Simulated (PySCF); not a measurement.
A run for PySCF: R-M06-2X/def2-TZVPP on F2GaHO (SMILES [OH][Ga]([F])[F]), a point of a torsion scan.

```python
from pyscf import gto, dft

mol = gto.M(
    atom='''
    O     1.26522956   -0.34514676   -0.36181221
    Ga   -0.44622815   -0.12344641   -0.43397952
    F    -1.17545144    1.24743437    0.35293084
    F    -1.48122225   -1.15105054   -1.35759451
    H     1.70881384   -0.00760739    0.42094865
    ''',
    basis='def2-tzvpp',
    charge=0, spin=0, verbose=4, max_memory=1800)
mf = dft.RKS(mol, xc='m062x').density_fit(auxbasis='def2-universal-jkfit')
mf.grids.level = 4
mf.conv_tol = 1e-9
mf.max_cycle = 150
mf.kernel()
mf.dip_moment()
```

**Question.** What total energy does the run end on?

**Answer.** -2200.5122 hartree.
